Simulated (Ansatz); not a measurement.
```xyz
11

C     0.238   -0.697   -1.506
Cr    0.015   -0.585    0.440
C    -0.252    1.246    1.093
O    -1.240   -1.407    0.818
O     1.305   -1.135    1.094
H     1.118   -0.098   -1.755
H     0.381   -1.731   -1.821
H    -0.673   -0.287   -1.949
H    -0.371    1.257    2.176
H    -1.155    1.623    0.607
H     0.635    1.814    0.802
```

Charge 0, multiplicity 1.

Question: List the CAM-B3LYP/def2-TZVPP orbital energies in eV (Ansatz). (Estimate.)

Answer: Computed: Occupied: -5876.15, -678.80, -577.85, -577.84, -577.76, -523.61, -523.61, -279.20, -279.19, -84.12, -55.80, -55.47, -55.00, -27.73, -27.30, -21.51, -21.31, -14.18, -14.01, -13.87, -13.84, -13.59, -13.08, -12.23, -12.15, -12.08, -10.62, -10.50, -10.43. Lowest empty: -2.36, -1.46, -0.61, 0.26, 0.44, 0.79, 2.59, 2.73.
